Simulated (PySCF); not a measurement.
C₂H₃AlF₄O, SMILES C[O][Al]([F])[C](F)(F)F.

Geometry optimised at PBE0-D3(BJ)/def2-SVP. One conformer was computed; it need not be the lowest.

All values below come from TDA-LC-ωPBE/def2-SVPD (PySCF 2.14.0).

Vertical excitations. 

Computed excitation energies, oscillator strengths and character:
| state | energy (eV) | λ (nm) | f | main pairs |
|---|---|---|---|---|
| S1 | 7.43 | 167 | 0.009 | HOMO→LUMO 76 % |
| S2 | 7.49 | 166 | 0.005 | HOMO−1→LUMO 74 % |
| S3 | 7.75 | 160 | 0.011 | HOMO−1→LUMO+1 90 % |
| S4 | 7.98 | 155 | 0.070 | HOMO−2→LUMO+1 91 % |
| S5 | 8.20 | 151 | 0.080 | HOMO→LUMO+1 74 % |
| S6 | 8.41 | 147 | 0.191 | HOMO−2→LUMO 71 % |
| T1 | 6.85 | 181 | 0 | HOMO−2→LUMO+1 73 % |
| T2 | 7.04 | 176 | 0 | HOMO→LUMO 67 %, HOMO→LUMO+3 13 % |
Triplets are in the Tamm–Dancoff approximation.
